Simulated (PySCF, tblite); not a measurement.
Isomers of C6H4N (doublet state), one GFN2-xTB conformer each. Single-point energies are computed at B3LYP/pcH-1 (PySCF, gas phase, no added dispersion term), electronic only. GFN2-xTB treats the open shell by occupation alone, and not every SCF solution was tested for stability.

Task: Rank them by B3LYP/pcH-1 energy, lowest first (kJ/mol).
A. `[CH2:1]=[C:2]=[CH:3]/[CH:4]=[C:5]\[C:6]#[N:7]` (doublet state) with C2–C3–C4–C5 180°
B. `N#CC#C[C]1CC1` [radical]
C. `[CH2:1]=[C:2][CH2:3][C:4]#[C:5][C:6]#[N:7]` (doublet state) with C1–C2–C3–C4 0°
D. `[CH2:1]=[CH:2][CH:3][C:4]#[C:5][C:6]#[N:7]` (doublet state) with C1–C2–C3–C4 180°

Result: D (0.0), A (97.2), B (98.4), C (155.4).

Neighbours under 21 kJ/mol apart (C=C=C/C=[C]\C#N and N#CC#C[C]1CC1) can change places with a better method, another conformer or zero-point energy. GFN2-xTB itself gives, in the same order: 0.0, 93.1, 32.5, 140.6. Both levels put the same isomer lowest; measured from each level's own lowest isomer, the values differ by up to 65.9 kJ/mol (N#CC#C[C]1CC1: 32.5 against 98.4).

Task: What happens when harmonic zero-point energies from GFN2-xTB frequencies are added?

Result: 
```json
{"SMILES": "C=C[CH]C#CC#N", "ZPE (kJ/mol)": "193.3", "electronic (kJ/mol)": "0.0", "with ZPE (kJ/mol)": "0.0"}
{"SMILES": "C=C=C/C=[C]\\C#N", "ZPE (kJ/mol)": "189.5", "electronic (kJ/mol)": "97.2", "with ZPE (kJ/mol)": "93.4"}
{"SMILES": "N#CC#C[C]1CC1", "ZPE (kJ/mol)": "195.9", "electronic (kJ/mol)": "98.4", "with ZPE (kJ/mol)": "101.0"}
{"SMILES": "C=[C]CC#CC#N", "ZPE (kJ/mol)": "189.6", "electronic (kJ/mol)": "155.4", "with ZPE (kJ/mol)": "151.7"}
```

The zero-point energies span 6.4 kJ/mol. The order is unchanged.
